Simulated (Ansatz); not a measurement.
```yaml
crystal:
  periodic: [false, false, false]
  atoms:
    - {symbol: P, position_ang: [0.789193, -3.584746, 0.688410]}
    - {symbol: P, position_ang: [-2.880810, 2.879637, -1.351008]}
    - {symbol: P, position_ang: [0.803535, -0.802277, -2.214346]}
    - {symbol: P, position_ang: [-2.192651, -0.668850, 0.290977]}
    - {symbol: P, position_ang: [0.684801, -0.685849, 3.291405]}
    - {symbol: P, position_ang: [0.667350, 2.192791, 0.292299]}
    - {symbol: P, position_ang: [3.585326, -0.787162, 0.689167]}
    - {symbol: In, position_ang: [-3.783351, 0.405486, -1.595775]}
    - {symbol: In, position_ang: [-0.882386, -2.414152, -1.015092]}
    - {symbol: In, position_ang: [2.400833, -2.399796, 2.358756]}
    - {symbol: In, position_ang: [-0.407152, 3.783923, -1.593977]}
    - {symbol: In, position_ang: [2.413889, 0.884241, -1.013889]}
    - {symbol: In, position_ang: [-0.907886, 0.906425, 1.861181]}
    - {symbol: H, position_ang: [1.546771, -4.595674, 0.014742]}
    - {symbol: H, position_ang: [-0.006777, -4.459539, 1.494417]}
    - {symbol: H, position_ang: [-3.466231, 3.464625, -0.181851]}
    - {symbol: H, position_ang: [-3.630009, 3.628731, -2.316863]}
    - {symbol: H, position_ang: [1.490350, -1.488211, -3.264763]}
    - {symbol: H, position_ang: [-0.030826, 0.031845, -3.024393]}
    - {symbol: H, position_ang: [-3.018266, -1.452553, 1.162076]}
    - {symbol: H, position_ang: [-0.115150, -1.407552, 4.234200]}
    - {symbol: H, position_ang: [1.404543, 0.114165, 4.235655]}
    - {symbol: H, position_ang: [1.450366, 3.018412, 1.163997]}
    - {symbol: H, position_ang: [4.596410, -1.544480, 0.015467]}
    - {symbol: H, position_ang: [4.459901, 0.008985, 1.495225]}
    - {symbol: H, position_ang: [-3.000921, -0.195991, -3.029719]}
    - {symbol: H, position_ang: [-5.400854, 0.304075, -1.004085]}
    - {symbol: H, position_ang: [-1.596594, -3.616918, -2.024869]}
    - {symbol: H, position_ang: [3.363143, -3.361908, 3.414189]}
    - {symbol: H, position_ang: [0.195397, 3.002543, -3.028029]}
    - {symbol: H, position_ang: [-0.306933, 5.401197, -1.001481]}
    - {symbol: H, position_ang: [3.616323, 1.599796, -2.023110]}
    - {symbol: H, position_ang: [-1.841311, 1.838769, 2.981057]}
basis:
  gaussian: {orbitals: def2-SVPD, fitting: {mean_field: def2-universal-jkfit}}
total_charge: 1
hamiltonian: {xc: {name: PBE0}}
```

```sh
$ ansatz run in.yaml --threads 2 --pin off --events-out ev --progress --plain --max-ram 32768MiB --backend cuda --devices 0, --max-vram 18GiB
```

Output, abridged:

```
Functional definition: PBE0
2564 factors; integrals over basis functions are off by at most 3.4e-1 eV
mean field evaluation 1: about -96341.2734 eV, gradient 3.4e1 eV
mean field evaluation 2: about -96341.5736 eV, gradient 3.4e1 eV
mean field evaluation 4: about -96345.0092 eV, gradient 2.5e0 eV
mean field evaluation 8: about -96345.0297 eV, gradient 1.8e-1 eV
mean field evaluation 16: about -96345.0298 eV, gradient 1.9e-5 eV
mean field -96345.02983710 eV, -3540.6145415065 hartree, gradient 1.9e-5 eV, S^2 0.000000; 0 other end points of the search recorded, 0 dependent functions left out
reference -96345.02993791 eV, -3540.6145452115 hartree; 125, 125 occupied and 395, 395 virtual orbitals, 2564 factors
Total energy: -96345.02993791 eV, -3540.6145452115 hartree
```

Run time 16 s (2 threads of AMD EPYC 7R13 on a shared host and a share (18 GiB) of an NVIDIA H100 80GB HBM3), peak host memory 1 GiB.

In the def2 sets In takes a core potential; there is no spin–orbit coupling.
